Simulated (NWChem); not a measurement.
System: benzonitrile (C7H5N); SMILES N#Cc1ccccc1

Computed with NWChem. Pople sets run with spherical d functions. The geometry was optimised at PBE0/def2-SVP. Computed dipoles belong to the equilibrium geometry; the measured one is vibrationally averaged.

Measured dipole moment: 4.18 D (NIST CCCBDB, as tabulated in the package chemicals).

Problem. Which of these levels lies farthest from the measured value, and how do the others fare: B3LYP/6-31G*; B3LYP/3-21G; B3LYP/def2-SVP; B3LYP/STO-3G?

Solution. B3LYP/STO-3G.
```
level           dipole moment (D)  computed − measured  relative time (rough)
--------------  -----------------  -------------------  ---------------------
B3LYP/STO-3G                 3.57                -0.61                      1
B3LYP/3-21G                  4.21                +0.03                      1
B3LYP/6-31G*                 4.54                +0.36                      4
B3LYP/def2-SVP               4.40                +0.22                      4
```
